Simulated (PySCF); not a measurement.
## C₆ coefficients of unlike pairs at TPSSh

Calculated with PySCF 2.14 from the dipole response of each species, C₆(A,B) = (3/π) ∫ α_A(iu) α_B(iu) du, in atomic units, from isotropic polarisabilities. For ions this is the dispersion term alone; charge-induced terms of lower order in 1/R come first.

```csv
species,configuration,basis,relativity,α (bohr³),C₆ (like pair)
Tl(3+),[Xe] 4f14 5d10 (1S),aug-cc-pwCVTZ-DK3 (11s10p8d5f1g),spin-free X2C,5.290,30.54
N+,[He] 2s2 2p2 (3P),"x2c-QZVPPall with one added diffuse shell each of s, p, d, f type (8s5p4d3f1g)",spin-free X2C,3.900,8.477
O(2+),[He] 2s2 2p2 (3P),aug-cc-pwCVTZ (7s6p4d2f),none,1.766,2.384
Cs+,[Xe] (1S),def2-QZVPPD with the def2 core potential (46 electrons) (6s5p4d3f),core potential,15.80,132.3
```

**Question.** Estimate C₆ for Cs+ with O(2+).

**Answer.** The integral gives 17.27. The combination rule 2 C_A C_B / (C_A α_B/α_A + C_B α_A/α_B) gives 17.47 and the geometric mean 17.76.

No spin-orbit coupling is included.

The other pairs:

```
         pair     C₆
      Cs+, N+  33.39
O(2+), Tl(3+)  8.452
   N+, Tl(3+)  15.38
    O(2+), N+  4.437
  Cs+, Tl(3+)  59.22
```
